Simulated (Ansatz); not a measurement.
Reaction (isomerisation): `N=C(N)[SiH3]` → `N[SiH]1CN1`

Isolated molecules relaxed with PBE0-D4/def2-TZVP in Ansatz; ΔE leaves out vibrations. CCSD(T)/CBS adds triple-zeta CCSD(T) − MP2 to the extrapolated MP2 energy (def2 sets, frozen cores). One conformer a species, not always the lowest.

| level | ΔE (kJ/mol) |
| --- | --- |
| MP2/def2-SVP | -27.4 |
| HF/def2-TZVPP | -46.8 |

(1) What does CCSD(T)/CBS give? (Best estimate.)

Largest T1 diagnostic among the species: 0.014.

Results:

(1) Computed: -67.6 kJ/mol. The listed levels differ from it by 40.2, 20.8 kJ/mol.

From BLYP to BHLYP (50 % exact exchange), in def2-TZVPP and without D4, ΔE moves by −21.8 kJ/mol. In def2-TZVPP, CCSD(T) changes the Hartree–Fock value by −12.7 kJ/mol (the triples alone add +3.0 kJ/mol) and MP2 by −26.0 kJ/mol.
